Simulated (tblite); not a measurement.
Input of a run (GFN2-xTB geometry optimisation, gas phase (tblite 0.8.0)), started from a force field or distance geometry:
```
{"job": {"kind": "relax", "xc": "GFN2-xTB", "basis": "xTB"}, "charge": 0, "multiplicity": 1}
C     -2.971800     0.513700     0.396800
C     -1.726200    -0.212700     0.050000
C     -0.524000     0.064600     0.720400
C      0.610000    -0.632000     0.357900
S      2.154100    -0.315800     1.188800
Si     3.203100     0.925400    -0.229900
C      0.489100    -1.611000    -0.613600
N     -0.668500    -1.867100    -1.237400
N     -1.782500    -1.165200    -0.903000
H     -3.244700     0.356600     1.453200
H     -2.856800     1.586700     0.215300
H     -3.818700     0.160700    -0.215000
H     -0.510000     0.830200     1.500600
H      2.418200     2.156900    -0.465100
H      4.535100     1.280500     0.333300
H      3.361900     0.166700    -1.479900
H      1.324800    -2.226200    -0.920800
```

Output (eV, eV/Å):
```
step      E/eV     max force
  0    -696.38563    2.397
  1    -696.52733    0.517
  2    -696.54316    0.363
  3    -696.55808    0.286
  4    -696.56347    0.240
  5    -696.57193    0.193
  6    -696.57607    0.165
  7    -696.58067    0.163
  8    -696.58412    0.125
  9    -696.58688    0.098
 10    -696.58878    0.093
 11    -696.59043    0.138
 12    -696.59195    0.146
 13    -696.59331    0.100
 14    -696.59436    0.118
 15    -696.59523    0.139
 16    -696.59604    0.116
 17    -696.59666    0.060
 18    -696.59702    0.046
 19    -696.59725    0.034
 20    -696.59747    0.040
 21    -696.59774    0.041
 22    -696.59804    0.042
 23    -696.59837    0.053
 24    -696.59872    0.050
 25    -696.59908    0.050
 26    -696.59943    0.045
 27    -696.59980    0.050
 28    -696.60023    0.052
 29    -696.60070    0.051
 30    -696.60108    0.050
 31    -696.60134    0.040
 32    -696.60151    0.034
 33    -696.60165    0.029
 34    -696.60179    0.031
 35    -696.60195    0.042
 36    -696.60214    0.046
 37    -696.60241    0.046
 38    -696.60275    0.055
 39    -696.60310    0.058
 40    -696.60340    0.047
 41    -696.60366    0.039
 42    -696.60390    0.047
 43    -696.60415    0.044
 44    -696.60438    0.058
 45    -696.60459    0.052
 46    -696.60477    0.033
 47    -696.60490    0.026
 48    -696.60499    0.019
 49    -696.60505    0.018
 50    -696.60512    0.019
 51    -696.60519    0.022
 52    -696.60527    0.018
 53    -696.60535    0.021
 54    -696.60543    0.022
 55    -696.60552    0.025
 56    -696.60560    0.025
 57    -696.60569    0.025
 58    -696.60580    0.030
 59    -696.60594    0.032
 60    -696.60608    0.026
 61    -696.60619    0.031
 62    -696.60629    0.026
 63    -696.60638    0.028
 64    -696.60645    0.026
 65    -696.60652    0.021
 66    -696.60659    0.020
 67    -696.60668    0.025
 68    -696.60679    0.028
 69    -696.60691    0.028
 70    -696.60701    0.026
 71    -696.60710    0.025
 72    -696.60723    0.033
 73    -696.60740    0.038
 74    -696.60763    0.038
 75    -696.60792    0.043
 76    -696.60831    0.055
 77    -696.60889    0.071
 78    -696.60965    0.088
 79    -696.61040    0.067
 80    -696.61097    0.052
 81    -696.61139    0.056
 82    -696.61165    0.095
 83    -696.61221    0.075
 84    -696.61272    0.050
 85    -696.61357    0.059
 86    -696.61404    0.064
 87    -696.61489    0.073
 88    -696.61624    0.089
 89    -696.61759    0.083
 90    -696.61967    0.107
 91    -696.62095    0.105
 92    -696.62214    0.099
 93    -696.62317    0.108
 94    -696.62579    0.117
 95    -696.62800    0.109
 96    -696.62989    0.091
 97    -696.63010    0.102
 98    -696.63136    0.091
 99    -696.63189    0.081
100    -696.63316    0.085
101    -696.63404    0.097
102    -696.63589    0.155
103    -696.63798    0.122
104    -696.63776    0.258
105    -696.64046    0.237
106    -696.64226    0.162
107    -696.64481    0.106
108    -696.64699    0.131
109    -696.65052    0.176
110    -696.65428    0.092
111    -696.65142    0.362
112    -696.65820    0.196
113    -696.66026    0.128
114    -696.66341    0.125
115    -696.66666    0.163
116    -696.66962    0.139
117    -696.67224    0.148
118    -696.67557    0.144
119    -696.67879    0.184
120    -696.68154    0.144
121    -696.68447    0.120
122    -696.68604    0.073
123    -696.68692    0.076
124    -696.68748    0.056
125    -696.68798    0.043
126    -696.68829    0.029
127    -696.68850    0.031
128    -696.68860    0.025
129    -696.68868    0.022
130    -696.68877    0.019
131    -696.68887    0.026
132    -696.68894    0.012
133    -696.68897    0.013
134    -696.68898    0.006
```

Q: Summarise the run.

A: The energy falls by 29.3 kJ/mol over 134 L-BFGS steps, the largest force on an atom goes from 2.40 to 0.006 eV/Å, and the atoms move by 0.989 Å rms after alignment. The bond that changes most is N8–N9 (both ends pyridine-type nitrogen), which shortens by 0.061 Å. Bonds longer at the end by more than 0.005 Å: 3 of 17; shorter: 12. Among the angles that change most is S5–Si6–H15, from 108.9° to 100.4°. Among the dihedrals that turn most is C7–C4–S5–Si6, from 81° to 2°. The energy rose by more than 1e-5 eV at steps 104 and 111. The first step brought 47 % of the lowering.

Q: What are the final bond lengths?

A: C1–C2 1.493 Å, C2–C3 1.397 Å, C3–C4 1.386 Å, C4–S5 1.758 Å, S5–Si6 2.161 Å, C4–C7 1.401 Å, C7–N8 1.312 Å, N8–N9 1.298 Å, C2–N9 1.325 Å, C1–H10 1.089 Å, C1–H11 1.088 Å, C1–H12 1.086 Å, C3–H13 1.079 Å, Si6–H14 1.457 Å, Si6–H15 1.452 Å, Si6–H16 1.457 Å, C7–H17 1.081 Å. Numbering counts from 1 in the input's order; the species is `n1cc(cc(n1)C)S[SiH3]`.

Hardware: one thread, Arm Neoverse N1 (aarch64), shared host with 64 logical CPUs at a one-minute load of 56. Cost: 1.9 s wall.

Its GFN2-xTB frequencies are all real (lowest 18 cm⁻¹). One conformer, not necessarily the lowest. 3 starts were optimised and ended at 0.00, 0.06 and 0.51 kcal/mol (GFN2-xTB); the lowest of these is shown.

All values are computed, not measured.
